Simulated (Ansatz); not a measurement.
System: C2H6ClIn, net charge 0, singlet state. 
Geometry from a B3LYP-D3(BJ)/def2-TZVP (Ansatz, an electronic-structure program) optimisation:
SMILES: [CH3][In]([CH3])[Cl]
```xyz
10

C      2.0366     0.1986    -1.0146
In     0.0017     0.0496    -0.3194
C     -2.0256     0.1236    -1.0480
Cl    -0.0110    -0.3191     2.0480
H      2.5102     1.0387    -0.5080
H      2.0865     0.3412    -2.0921
H      2.5605    -0.7149    -0.7363
H     -2.0636     0.2980    -2.1213
H     -2.5481     0.9229    -0.5240
H     -2.5095    -0.8226    -0.8090
```
Charge 0, spin multiplicity 1.

Dipole moments at this geometry, in debye (magnitudes).

```json
[
 {"level": "SVWN5/def2-TZVPD", "program": "Ansatz", "dipole (D)": "3.84"},
 {"level": "BLYP/def2-TZVPD", "program": "Ansatz", "dipole (D)": "3.86"},
 {"level": "revPBE/def2-TZVPD", "program": "Ansatz", "dipole (D)": "3.87"},
 {"level": "r2SCAN/def2-TZVPD", "program": "Ansatz", "dipole (D)": "3.94"},
 {"level": "B3LYP/def2-TZVPD", "program": "Ansatz", "dipole (D)": "3.96"},
 {"level": "BHLYP/def2-TZVPD", "program": "Ansatz", "dipole (D)": "(withheld)"},
 {"level": "r2SCAN0/def2-TZVPD", "program": "Ansatz", "dipole (D)": "4.01"},
 {"level": "HSE06/def2-TZVPD", "program": "Ansatz", "dipole (D)": "3.96"},
 {"level": "CAM-B3LYP/def2-TZVPD", "program": "Ansatz", "dipole (D)": "4.01"},
 {"level": "LC-wPBE/def2-TZVPD", "program": "Ansatz", "dipole (D)": "4.02"},
 {"level": "wB97M-V/def2-TZVPD", "program": "Ansatz", "dipole (D)": "3.95"},
 {"level": "wB97X-V/def2-TZVPD", "program": "Ansatz", "dipole (D)": "4.02"},
 {"level": "CCSD(T)/def2-SVPD", "program": "Ansatz", "dipole (D)": "(withheld)"}
]
```

Fill in the missing entries.


- BHLYP/def2-TZVPD, dipole (D): 4.06
- CCSD(T)/def2-SVPD, dipole (D): 3.93
